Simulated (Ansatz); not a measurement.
BF₂HO, SMILES `OB(F)F`, relaxed with RKS PBE0-D4/def2-TZVP in Ansatz 0.2.0 from a PBE-D4/def2-SVP geometry. The force threshold is 0.005 eV/Å; the program also tests the step.

The species carries charge 0 and has multiplicity 1.

Start:

```xyz
5

O     0.809   -0.630   -0.082
B    -0.143    0.334   -0.125
F     0.041    1.399   -0.900
F    -1.273    0.255    0.591
H     0.566   -1.357    0.517
```

```csv
step,energy (eV),largest force (eV/Å),largest move (Å)
1,-8173.5601,0.588,0.000
2,-8173.5730,0.204,0.010
3,-8173.5750,0.039,0.005
4,-8173.5751,0.138,0.009
5,-8173.5753,0.021,0.002
6,-8173.5753,0.001,0.001
```

End:

```xyz
5

O     0.797   -0.627   -0.077
B    -0.145    0.333   -0.123
F     0.040    1.386   -0.892
F    -1.266    0.260    0.583
H     0.574   -1.353    0.510
```

Hardware: 4 threads of an Intel Xeon Platinum 8259CL on a shared host. Wall time 7 s, peak host memory 0.22 GiB.
